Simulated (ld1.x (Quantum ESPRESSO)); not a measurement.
## sulfur (S): one change to an ultrasoft potential, before and after

```json
{
 "Element": "S",
 "Generator": "ld1.x (Quantum ESPRESSO) 7.5",
 "Type": "ultrasoft",
 "Functional": "PBE",
 "Relativity": "scalar-relativistic",
 "Frozen core": "[Ne]",
 "Valence charge": "6",
 "Reference configuration": "3s2 3p3.5 (charge +0.5)",
 "Partial waves": "3s (bound): rcut 1.55, rcutus 1.65 bohr; 3s channel at -1.25 Ry: rcut 1.55, rcutus 1.65 bohr; 3p (bound): rcut 1.00, rcutus 1.35 bohr; 3p channel at -0.35 Ry: rcut 1.00, rcutus 1.35 bohr",
 "Local potential": "all-electron potential smoothed inside 1.40 bohr (lloc = -1)",
 "Core correction": "Bessel-smoothed model core, default radius (core density twice the valence density)",
 "Augmentation charge": "PSQ, radius 1.05 bohr"
}
```

All-electron outer shells of the reference configuration (PBE, scalar-relativistic, ld1.x):

| shell | level (eV) | outermost node (bohr) | outermost maximum (bohr) |
| --- | --- | --- | --- |
| 3s | -22.24 | 0.60 | 1.40 |
| 3p | -11.70 | 0.58 | 1.57 |

Change: core correction none.

Cutoffs: the cutoffs (Ry, on a coarse ladder) from which the occupation-weighted sum of valence levels, in a spherical-Bessel basis at the reference potential, stays within 10 and 1 mRy of its value at 400 Ry; they do not see the model core or the augmentation charge, which bear on the density cutoff. Errors are all-electron minus pseudo energies relative to the spin-unpolarised reference configuration.

**Question.** How do hardness, ghosts and transferability respond?

**Answer.** The potential gets neither clearly harder nor softer (12 Ry and 25 Ry → 12 Ry and 25 Ry); of the 7 tests that both files solve, the error grows in 2 and shrinks in 1 by more than 15 % and 0.3 meV (median size 0.4 → 0.7 meV); neither file shows a bound ghost. The default core radius of the base comes out at 0.88 bohr.

| quantity | base | changed |
| --- | --- | --- |
| cutoff, loose | 12 Ry | 12 Ry |
| cutoff, tight | 25 Ry | 25 Ry |
| bound ghosts | none | none |
| error for 3s2 3p4, meV [ΔE -4.66 eV] | +0.4 | +0.3 |
| error for 3s2 3p3, meV [ΔE 7.11 eV] | -0.4 | -0.7 |
| error for 3s2 3p2, meV [ΔE 29.39 eV] | -0.3 | -2.8 |
| error for 3s1 3p4, meV [ΔE 17.99 eV] | -1.9 | -1.0 |
| error for 3s1 3p5, meV [ΔE 5.65 eV] | +0.5 | +0.6 |
| error for 3s0 3p6, meV [ΔE 16.08 eV] | -0.2 | +1.4 |
| error for 3s2 3p4.3, meV [ΔE -6.37 eV] | +0.7 | +0.4 |
| s: phases at 1.79 bohr within 0.05 rad from the reference energy up to (Ry; the scan ends near 5) | to the end of the scan | to the end of the scan |
| p: phases at 1.79 bohr within 0.05 rad from the reference energy up to (Ry; the scan ends near 5) | to the end of the scan | to the end of the scan |
| lowest overlap eigenvalue by channel | s 0.41, p 0.75 | s 0.41, p 0.75 |
